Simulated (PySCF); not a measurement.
## Computed structure and properties of [Hf(SH)3]+

System: [Hf(SH)3]+ (singlet); start: template (C3v). Method: PySCF 2.14.0, RKS PBE0, Hf def2-SVP with ECP60, S def2-SVP, H def2-SVP; non-relativistic Hamiltonian with scalar-relativistic core potentials where named; density fitting; no spin-orbit coupling.

Input of the relaxation:

```python
mol = gto.M(atom='''
Hf    -0.00000    -0.00000    -0.01409
S      2.45098     0.00001    -0.01409
H      2.78099     0.00002     1.28591
S     -1.22550     2.12261    -0.01409
H     -1.39051     2.40840     1.28591
S     -1.22548    -2.12262    -0.01409
H     -1.39048    -2.40842     1.28591''',
    basis={'Hf': 'def2-SVP', 'S': 'def2-SVP', 'H': 'def2-SVP'},
    ecp={'Hf': 'def2-SVP'},
    charge=1, spin=0)
mf = dft.RKS(mol, xc='PBE0')
mf.grids.atom_grid = (50, 194)
mf = mf.density_fit()  # fitting sets: Hf def2-universal-JKFIT, S def2-universal-JKFIT, H def2-universal-JKFIT
mf.conv_tol = 1e-08; mf.max_cycle = 55
mf.kernel(dm0)  # dm0: converged density of the start geometry
# quasi-Newton relaxation in Cartesian coordinates to a largest gradient under 0.00045 Eh/bohr, steps kept in the point group
```

Run from Python with OMP_NUM_THREADS=2; the lines above give its settings. Where DIIS fails, smearing, a level shift and second-order steps follow.
It took 3.5 min on 2 threads of Intel(R) Xeon(R) Processor @ 2.50GHz (Skylake/Cascade Lake) (shared host), from the converged density of the start.

Course of the relaxation:

| step | energy above end (eV) | largest force component within the symmetry (eV/Å) |
| --- | --- | --- |
| 0 | 0.8506 | 0.867 |
| 1 | 0.6231 | 0.898 |
| 2 | 0.3999 | 0.934 |
| 3 | 0.2198 | 0.707 |
| 4 | 0.1365 | 0.343 |
| 5 | 0.1049 | 0.316 |
| 6 | 0.0870 | 0.339 |
| 7 | 0.0397 | 0.471 |
| 8 | 0.0170 | 0.289 |
| 9 | 0.0033 | 0.076 |
| 10 | 0.0006 | 0.099 |
| 11 | 0.0006 | 0.096 |
| 12 | 0.0000 | 0.004 |

Relaxed geometry (C3v):

```xyz
7

Hf    0.0000    0.0000   -0.8292
S     2.1777    0.0000    0.1069
H     1.9207    0.0000    1.4366
S    -1.0889    1.8859    0.1069
H    -0.9604    1.6634    1.4366
S    -1.0888   -1.8860    0.1069
H    -0.9603   -1.6634    1.4366
```

| contact | Å |
| --- | --- |
| Hf1–S2 (SH) | 2.370 |
| Hf1–S4 (SH) | 2.370 |
| Hf1–S6 (SH) | 2.370 |

On the finer grid (75, 302):

| Item | Value |
| --- | --- |
| HOMO | -11.91 eV |
| LUMO | -8.25 eV |
| Dipole about the centre of mass | 0.37 D |
| Set of Mulliken populations of Hf1 outside the core potential | s 2.54, p 6.23, d 2.17, f 0.09 |
| D3(BJ) dispersion energy (not in the energies) | -0.223 eV |

```
atom  Mulliken (e)  Löwdin (e)  spin (e)
 Hf1          0.97       -0.02      0.00
  S2         -0.18        0.27      0.00
  H3          0.19        0.07      0.00
  S4         -0.18        0.27      0.00
  H5          0.19        0.07      0.00
  S6         -0.18        0.27      0.00
  H7          0.19        0.07      0.00
```

No frequency check is given for this geometry.

Taking off one SH (charge -1, singlet; the rest: singlet) in vacuum, both parts rigid, costs 15.39 eV; the small basis without counterpoise inflates it. Most of it is the attraction of opposite charges; other ways to part are cheaper, and one spin state was tried for the rest.

Rigid scan of SH along the line from its metal:

```tsv
distance to S2 (Å)	energy (eV)
2.07	1.039
2.17	0.401
2.27	0.088
2.37	0.000
2.47	0.066
2.57	0.235
2.77	0.745
3.07	1.651
3.47	2.757
3.97	3.764
```

One start shape was tried, so this needn't be the lowest isomer.
